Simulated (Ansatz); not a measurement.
Cost and result for the atomization energy of C$_{4}$H$_{7}$BO (13 atoms, 15 bonds).

Cartesian coordinates in Å:
```
C -0.559 1.281 0.087
C -0.891 -0.149 0.184
O -1.898 -0.538 0.982
C 0.090 -0.967 -0.317
B 0.854 0.562 0.371
C 1.229 -0.225 -0.940
H -0.654 1.732 -0.899
H -1.044 1.867 0.863
H -1.822 -1.483 1.161
H 0.139 -2.020 -0.057
H 1.395 0.502 1.431
H 2.143 -0.812 -0.968
H 1.020 0.251 -1.897
```

The species carries charge 0 and has multiplicity 1. The bonds changed during the relaxation, so this is another structure than the one it started from. Geometry: relaxed with PBE0-D4/def2-TZVP. It is one conformer, not always the lowest. Program: Ansatz. All runs use 4 threads of a server CPU on a shared host. Times are those of one run each, without the atoms' runs, and a repeat can differ threefold. Electronic energies, without spin–orbit coupling; frozen cores. CCSD(T)/CBS adds CCSD(T) − MP2 in def2-TZVPP to the MP2 limit, and its time is that of the two runs behind it. T1 = 0.011. B3LYP takes the VWN-RPA correlation (the form of Gaussian; ORCA's B3LYP/G). HSE06 is the plane-wave form, built on full-range PBE exchange.

CCSD(T)/CBS is a level of theory with its own doubt, some kJ/mol a heavy atom from the limit and from the frozen cores, so smaller differences don't rank the functionals.

```
                            level  functions  wall time  atomization (kJ/mol)  difference from CCSD(T)/CBS  per bond
           LDA (SPW92)/def2-TZVPP        284     0.95 s                6356.9                        889.7      59.3
               BLYP-D4/def2-TZVPP        284      1.6 s                5467.0                         -0.2       0.0
  PBE-D4/def2-TZVPP (with forces)        284      1.8 s                5662.4                        195.2      13.0
              BHLYP-D4/def2-TZVPP        284        2 s                5311.8                       -155.4     -10.4
              HSE06-D4/def2-TZVPP        284      2.3 s                5566.1                         98.9       6.6
B3LYP-D4/def2-TZVPP (with forces)        284      3.2 s                5476.7                          9.5       0.6
                 CCSD(T)/def2-SVP        119      3.6 s                5260.7                       -206.5     -13.8
               ωB97X-V/def2-TZVPP        284      4.4 s                5494.9                         27.7       1.8
                B97M-V/def2-TZVPP        284      4.8 s                5514.1                         46.9       3.1
 ωB97M-V/def2-TZVPP (with forces)        284      6.5 s                5513.2                         46.0       3.1
                   MP2/def2-QZVPP        552       19 s                5552.0                         84.8       5.7
               CCSD(T)/def2-TZVPP        284    2.4 min                5341.4                       -125.8      -8.4
                CCSD(T)/CBS(def2)          –    2.7 min                5467.2                          0.0       0.0
```

From PBE to PBE0 (25 % exact exchange), in def2-TZVPP and without D4, the atomization energy moves by −96.4 kJ/mol: exact exchange takes away binding that semilocal exchange gives to molecules. The D4 term adds +41.4 kJ/mol with B3LYP and +21.5 kJ/mol with PBE0; it sums over pairs of atoms, weighted by their polarisabilities, and B3LYP, whose exchange is more repulsive, gets the larger term. At CCSD(T), def2-SVP lies −206.5 kJ/mol from the extrapolated value and def2-TZVPP −125.8 kJ/mol: correlation converges slowly with the basis, and small sets miss more of it in the bonded molecule than in its fragments.
